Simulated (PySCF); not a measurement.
**How the method moves the HOMO and LUMO of `F[C@H](Cl)[Si](F)(F)F`**

Species: CHClF₄Si.
Atom-mapped SMILES: `[F:1][C@H:2]([Cl:3])[Si:4]([F:5])([F:6])[F:7]` (hydrogens: H8 on C2)

Structure used (PBE0-D3(BJ)/def2-SVP), in Å, numbered top down from 1:
```xyz
8
CHClF4Si angstrom
F     -0.5713    1.2334   -0.5821
C     -0.7519    0.2317    0.3141
Cl     0.4206   -1.0803    0.0316
Si    -2.4816   -0.4887    0.1431
F     -2.6982   -1.6395    1.2276
F     -2.7223   -1.0853   -1.3150
F     -3.5704    0.6506    0.4076
H     -0.5516    0.6171    1.3273
```

Basis pcSseg-2 throughout (PySCF), one geometry. Isolated species at its PBE0-D3(BJ)/def2-SVP geometry, gas phase.

**Question.** How do the orbital energies, the gap and the dipole change with the method?

**Answer.** 
```json
{"method": "B97-D", "kind": "GGA", "HOMO (eV)": "-7.69", "LUMO (eV)": "-1.39", "gap (eV)": "6.30", "μ (D)": "1.43", "SCF cycles": "14"}
{"method": "KT2", "kind": "GGA", "HOMO (eV)": "-7.82", "LUMO (eV)": "-1.64", "gap (eV)": "6.18", "μ (D)": "1.45", "SCF cycles": "16"}
{"method": "KT3", "kind": "GGA", "HOMO (eV)": "-7.84", "LUMO (eV)": "-1.59", "gap (eV)": "6.25", "μ (D)": "1.43", "SCF cycles": "15"}
{"method": "LDA", "kind": "LDA", "HOMO (eV)": "-7.84", "LUMO (eV)": "-1.77", "gap (eV)": "6.07", "μ (D)": "1.49", "SCF cycles": "13"}
{"method": "B97-2", "kind": "global hybrid", "HOMO (eV)": "-8.90", "LUMO (eV)": "-0.51", "gap (eV)": "8.40", "μ (D)": "1.50", "SCF cycles": "14"}
{"method": "PBE0", "kind": "global hybrid", "HOMO (eV)": "-9.16", "LUMO (eV)": "-0.47", "gap (eV)": "8.70", "μ (D)": "1.51", "SCF cycles": "13"}
{"method": "CAM-B3LYP", "kind": "range-separated hybrid", "HOMO (eV)": "-10.61", "LUMO (eV)": "0.55", "gap (eV)": "11.16", "μ (D)": "1.54", "SCF cycles": "13"}
{"method": "LC-wPBE", "kind": "range-separated hybrid", "HOMO (eV)": "-11.97", "LUMO (eV)": "1.83", "gap (eV)": "13.81", "μ (D)": "1.53", "SCF cycles": "14"}
```

The HOMO spans 4.28 eV, from B97-D down to LC-wPBE, and the gap runs from 6.07 eV (LDA) to 13.81 eV (LC-wPBE). Over the methods B97-D (0 %), KT2 (0 %), KT3 (0 %), LDA (0 %), B97-2 (21 %), PBE0 (25 %), a straight line through the gap against the share of exact exchange rises by 1.02 eV for each 10 % (correlation coefficient 0.998). The dipole ranges from 1.43 D (B97-D) to 1.54 D (CAM-B3LYP). This basis has no diffuse functions.
